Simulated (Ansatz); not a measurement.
```yaml
crystal:
  periodic: [false, false, false]
  atoms:
    - {symbol: N, position_ang: [0.284813, -2.331807, 0.766810]}
    - {symbol: C, position_ang: [0.149551, -1.216636, 0.397907]}
    - {symbol: h, position_ang: [-0.195233, 0.658757, -0.048088]}
    - {symbol: F, position_ang: [-1.375559, 0.499197, -0.969656]}
    - {symbol: F, position_ang: [1.172813, 0.871205, -1.058025]}
    - {symbol: H, position_ang: [-0.397913, 1.450787, 1.044770]}
basis:
  gaussian: {orbitals: def2-TZVPP}
hamiltonian: {xc: {name: HSE06}, dispersion: d4}
scf: {lower_state_search: light}
output: {forces: true}
```

```sh
$ ansatz run in.yaml --threads 2 --pin off --events-out ev --progress --plain --max-ram 32768MiB --backend cpu
```

Shortened log:

```
Error: YAML parse error: error: line 6 column 16: `h` is not an element symbol (H … Og, case-exact)
 --> <input>:6:16
4 |     - {symbol: N, position_ang: [0.284813, -2.331807, 0.766810]}
5 |     - {symbol: C, position_ang: [0.149551, -1.216636, 0.397907]}
6 |     - {symbol: h, position_ang: [-0.195233, 0.658757, -0.048088]}
7 |     - {symbol: F, position_ang: [-1.375559, 0.499197, -0.969656]}
8 |     - {symbol: F, position_ang: [1.172813, 0.871205, -1.058025]}
```

In this input an element symbol is wrong. The input was rejected before any iteration.
